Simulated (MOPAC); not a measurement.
Job for MOPAC: PM7 on HBr, a point of a bond scan (R = 1.140 Å).

```
PM7 1SCF PRECISE CHARGE=0 THREADS=1
BrH

Br    -0.00000000 1    -0.00000000 1    -0.03957816 1
H      0.00000000 1     0.00000000 1     1.10027282 1
```

Output:

```
*******************************************************************************
 **                                                                           **
 **                              MOPAC v23.2.5                                **
 **                                                                           **
 *******************************************************************************
 ** MOPAC's Digital Object Identifier: https://doi.org/10.5281/zenodo.6511958 **
 **                                                                           **
 ** Please cite the open-source release paper for use of this MOPAC version:  **
 ** J. E. Moussa and J. J. P. Stewart (2026)                                  **
 ** MOPAC: An open-source semiempirical molecular orbital program             **
 ** J. Open Source Softw., 11(119), 8025, https://doi.org/10.21105/joss.08025 **
 *******************************************************************************

                              PM7 CALCULATION RESULTS

 *******************************************************************************
 *  PM7        - The PM7 Hamiltonian to be used
 *
 *
 *
 *                 CHARGE ON SYSTEM = 0
 *
 *
 *
 *  PRECISE    - TIGHTER CRITERIA TO BE USED
 *  1SCF       - DO 1 SCF AND THEN STOP
 *  THREADS=1  - MULTI-THREADING NOT USED
 *  T=         - A TIME OF 172800.0 SECONDS REQUESTED
 *  DUMP=N     - RESTART FILE WRITTEN EVERY 7200.0 SECONDS REQUESTED
 *******************************************************************************
PM7 1SCF PRECISE CHARGE=0 THREADS=1
 BrH

   ATOM   CHEMICAL          X               Y               Z
  NUMBER   SYMBOL      (ANGSTROMS)     (ANGSTROMS)     (ANGSTROMS)

     1      Br         -0.00000000  *  -0.00000000  *  -0.03957816  *
     2       H          0.00000000  *   0.00000000  *   1.10027282  *



          CARTESIAN COORDINATES

    NO.       ATOM           X           Y           Z

     1        Br         -0.0000     -0.0000     -0.0396
     2         H          0.0000      0.0000      1.1003

 General Reference for PM7:
 "Optimization of Parameters for Semiempirical Methods VI: More Modifications to the
 NDDO Approximations and Re-optimization of Parameters", J. J. P. Stewart, J. Mol. Mod., 1:32, 19 (2013)
 https://link.springer.com/article/10.1007/s00894-012-1667-x

           Empirical Formula: H Br  =     2 atoms



      MOLECULAR POINT GROUP   :   C*v


      RHF CALCULATION, NO. OF DOUBLY OCCUPIED LEVELS = 4


 -------------------------------------------------------------------------------
 PM7 1SCF PRECISE CHARGE=0 THREADS=1
 BrH



     1SCF WAS SPECIFIED, SO BFGS WAS NOT USED
     SCF FIELD WAS ACHIEVED


                              PM7 CALCULATION
                                                       MOPAC v23.2.5 Linux




          FINAL HEAT OF FORMATION =         38.25068 KCAL/MOL =     160.04086 KJ/MOL


          COSMO AREA              =         59.60 SQUARE ANGSTROMS
          COSMO VOLUME            =         42.95 CUBIC ANGSTROMS

          IONIZATION POTENTIAL    =         10.458366 EV
          HOMO LUMO ENERGIES (EV) =        -10.458  3.882
          NO. OF FILLED LEVELS    =          4
          MOLECULAR WEIGHT        =         80.9119         POINT GROUP:  C*v

          MOLECULAR DIMENSIONS (Angstroms)

            Atom       Atom       Distance
            H     2   Br     1     1.13985
            H     2   Br     1     0.00000
           Br     1    H     2     0.00000


          SCF CALCULATIONS        =          1





   ATOM   CHEMICAL          X               Y               Z
  NUMBER   SYMBOL      (ANGSTROMS)     (ANGSTROMS)     (ANGSTROMS)

     1      Br         -0.00000000  *  -0.00000000  *  -0.03957816  *
     2       H          0.00000000  *   0.00000000  *   1.10027282  *

                             CARTESIAN COORDINATES

   1   Br       -0.000000000    -0.000000000    -0.039578160
   2    H        0.000000000     0.000000000     1.100272820


           Empirical Formula: H Br  =     2 atoms



      MOLECULAR POINT GROUP   :   C*v


                  EIGENVALUES
 -29.11462 -14.16010 -10.45837 -10.45837   3.88195 256.95046 257.03217 257.03217
 257.94376 257.94376


              NET ATOMIC CHARGES AND DIPOLE CONTRIBUTIONS

  ATOM NO.   TYPE          CHARGE      No. of ELECS.   s-Pop       p-Pop       d-Pop
    1         Br          -0.131411        7.1314     1.85593     5.27340     0.00208
    2          H           0.131411        0.8686     0.86859
 DIPOLE           X         Y         Z       TOTAL
 POINT-CHG.     0.000     0.000     0.719     0.719
 HYBRID        -0.000    -0.000     0.640     0.640
 SUM           -0.000    -0.000     1.360     1.360


          ATOMIC ORBITAL ELECTRON POPULATIONS

     Atom    s        px        py        pz      x^2-y^2     xz        z^2       yz        xy
    1 Br   1.85593   1.99977   1.99977   1.27386   0.00000   0.00023   0.00163   0.00023   0.00000
    2  H   0.86859

 **********************
 *                    *
 * JOB ENDED NORMALLY *
 *                    *
 **********************




 == MOPAC DONE ==
```

The run finished.

Cost: around 0.020 core-seconds (rough).
